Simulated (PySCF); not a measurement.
Mg(Me)2 (C2H6Mg), SMILES [CH3][Mg][CH3]. Atoms are numbered in the order given.

```xyz
9

Mg     0.0000     0.0000     0.0000
C      0.0000     0.0000    -2.0987
H      0.8144     0.6074    -2.5116
H     -0.9333     0.4016    -2.5116
H      0.1189    -1.0090    -2.5116
C      0.0000     0.0000     2.0987
H      0.8144    -0.6074     2.5116
H     -0.9333    -0.4016     2.5116
H      0.1189     1.0090     2.5116
```

Geometry optimised at TPSSh-D3(BJ)/def2-TZVP. The isomer is the one that the SMILES or the coordinates give; other isomers of the formula were not compared.

Level of theory: PySCF with ωB97X/def2-TZVPD.

Isolated molecule, no solvent.

Problem. Estimate the frontier levels, gap, dipole moment and polarisability. (An estimate is asked for; the answer gives what the named calculation found.)

Solution. 
- highest occupied level = -8.82 eV
- lowest empty level = 1.05 eV
- orbital gap = 9.87 eV
- dipole moment = 0.00 D
- quadrupole, principal values (traceless, Buckingham form, about the centre of nuclear charge) = -12.92, 6.46, 6.46 D·Å
- mean static polarisability = 55.7 bohr³ (8.26 Å³)
- polarisability, principal values = 47.6, 47.6, 72.0 bohr³
